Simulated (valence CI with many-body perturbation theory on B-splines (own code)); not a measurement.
Results of a calculation; reference values are marked as such.
## Tb⁵⁹⁺: input, log and results

Level of theory: configuration interaction combined with many-body perturbation theory (CI+MBPT): four valence electrons over a frozen Dirac-Fock core [He], a basis of 6 s, 6 p, 5 d, 3 f, 1 g functions for each j, with the one-electron correlation potential Σ1 (screened to all orders), the two-electron term Σ2, the three-electron term Σ3, Breit, model QED; selected single and double excitations, second order for the rest (own B-spline code, finite nucleus).

Command, and the settings that its task file holds:

```sh
python run_cv.py task.json out
```

```
atom Tb  Z=65  mass_number=159  rms_radius_fm=5.0600
core [He]
valence 2s2 2p2
avg = 1
basis = S
breit = 1
cap = 10000
capref = 1200
cscale = 1
de = 0.0
dress = 0
eps = 2e-08
h = 1.1
hh = 1
l2 = 3
lcore = 6
maxit = 60
n2 = 5
natural = 1
nlev = 21
nno = [3, 3, 3, 2, 1]
nroot = 26
nsp = [3, 3, 2, 1, 0]
pt2 = 1
qed = 1
rpa = 1
s1 = 1
s2 = 1
s3 = 1
screen = 1
tol = 2e-05
```

It took 12 s on 1 thread of Intel(R) Xeon(R) Processor @ 2.50GHz (Skylake/Cascade Lake), on a shared host.

Log. The first blocks belong to the next ion, which gives the ionisation energy. Fields: 2J, parity (1 odd), roots, reference size, generating configurations, candidates as configurations/state functions, variational space P, stored matrix elements, Davidson steps; e2 is the range of second-order energies in hartree. The first line gives the box (bohr), its intervals, the orbitals and the steps of their self-consistent field. Window is the range of levels sought, series limit the energy at which the first omitted orbital would enter, core excitation an estimate of the first excitation out of the core, left out the lowest levels not solved, and shifts from estimates the range by which levels moved from their first estimate, all in cm⁻¹.

```
rmax 1.0 intervals 29 orbitals 36 references ['2s2 2p2', '2s 2p3', '2p4'] scf 2 t 0.3
2J=1 par=1 roots 2 ref 40 generators 2 cand 653/925 P 537/802 nnz 0 it 0
2J=1 par=1 roots 2 ref 40 generators 2 cand 148/163 P 563/838 nnz 0 it 0
   second order: generators 2 cand 122/127 e2 -0.00000 -0.00000
reference levels 448, estimated 264, window 62075098 1/cm; series limit 84718741, core excitation 358624774
2J=0 par=0 roots 7 ref 28 generators 10 cand 1486/2237 P 2380/3537 nnz 9.2e+05 it 4
2J=0 par=0 roots 7 ref 28 generators 14 cand 1969/3470 P 2673/4008 nnz 1.2e+06 it 4
   second order: generators 17 cand 2113/3559 e2 -0.00001 -0.00000
2J=2 par=0 roots 6 ref 58 generators 10 cand 3523/12270 P 1290/3805 nnz 1.4e+06 it 4
2J=2 par=0 roots 6 ref 58 generators 14 cand 3772/14387 P 2685/8714 nnz 5.9e+06 it 5
   second order: generators 16 cand 2377/9478 e2 -0.00002 -0.00000
2J=4 par=0 roots 6 ref 64 generators 9 cand 3023/14780 P 1272/4099 nnz 1.8e+06 it 4
2J=4 par=0 roots 6 ref 64 generators 14 cand 4092/20185 P 2513/9520 nnz 7.8e+06 it 5
   second order: generators 14 cand 2851/14764 e2 -0.00004 -0.00000
2J=4 par=1 roots 6 ref 67 generators 8 cand 3071/15131 P 1158/4012 nnz 1.8e+06 it 5
2J=4 par=1 roots 6 ref 67 generators 10 cand 3780/17832 P 2353/9213 nnz 7.6e+06 it 6
   second order: generators 11 cand 2792/14425 e2 -0.00003 -0.00000
2J=2 par=1 roots 7 ref 62 generators 10 cand 3299/10854 P 1390/4003 nnz 1.6e+06 it 5
2J=2 par=1 roots 7 ref 62 generators 13 cand 3123/11134 P 2617/8120 nnz 5.3e+06 it 5
   second order: generators 15 cand 2308/9304 e2 -0.00002 -0.00000
2J=6 par=1 roots 2 ref 47 generators 3 cand 1705/8990 P 1026/3561 nnz 1.5e+06 it 4
2J=6 par=1 roots 2 ref 47 generators 5 cand 2595/15140 P 1750/6810 nnz 5e+06 it 5
   second order: generators 6 cand 1871/11891 e2 -0.00002 -0.00000
2J=0 par=1 roots 4 ref 24 generators 8 cand 2014/3160 P 2311/3533 nnz 9.2e+05 it 4
2J=0 par=1 roots 4 ref 24 generators 10 cand 1459/2340 P 2585/3975 nnz 1.1e+06 it 4
   second order: generators 10 cand 1185/1898 e2 -0.00001 -0.00000
2J=6 par=0 roots 1 ref 41 generators 2 cand 1481/8302 P 981/3551 nnz 1.5e+06 it 5
2J=6 par=0 roots 1 ref 41 generators 6 cand 3198/17251 P 1405/5401 nnz 3.3e+06 it 5
   second order: generators 6 cand 2774/15401 e2 -0.00003 -0.00003
left out: unestimated 90260987, estimated 66458778, shifts from estimates 0 to 113
operators 0.1
```

The Davidson iterations converged. The settings are bad on purpose, so the numbers may not be properties of the ion.

No measured spectrum was set against this ion. As an estimate, large intervals hold to a few tenths of a per cent, small ones and those within an open d or f shell to about a per cent.

* Valence energy: -2088.217 hartree
* Ionisation energy: 13660 eV (NIST: 13658 ± 7 eV (theoretical))
* Reference configurations for the orbitals: 2s2 2p2, 2s 2p3, 2p4
* Radial orbitals: 36
* Box radius: 0.9728 bohr
* Largest variational space: 9520
* Lowest levels: (2s^2 2p1/2^2) J=0 0.0, (2s^2 2p1/2 2p3/2) J=1 776.4, (2s^2 2p1/2 2p3/2) J=2 794.0, (2s 2p1/2^2 2p3/2) J=2 1022.1, (2s 2p1/2^2 2p3/2) J=1 1097.1, (2s^2 2p3/2^2) J=2 1588.2, (2s^2 2p3/2^2) J=0 1640.5, (2s 2p1/2 2p3/2^2) J=2 [a] 1774.6, (2s 2p1/2 2p3/2^2) J=3 1815.8, (2s 2p1/2 2p3/2^2) J=0 1865.8, (2s 2p1/2 2p3/2^2) J=1 [a] 1885.1, (2s 2p1/2 2p3/2^2) J=2 [b] 1895.1, (2s 2p1/2 2p3/2^2) J=1 [b] 1898.6, (2p1/2^2 2p3/2^2) J=2 2155.9 eV

Levels are named by their leading jj configuration (3d3/2^4 stands for four electrons in 3d with j = 3/2), which in mixed levels can hold well under half, so a name can repeat and another be missing. Letters in brackets count levels of one name in rising energy.
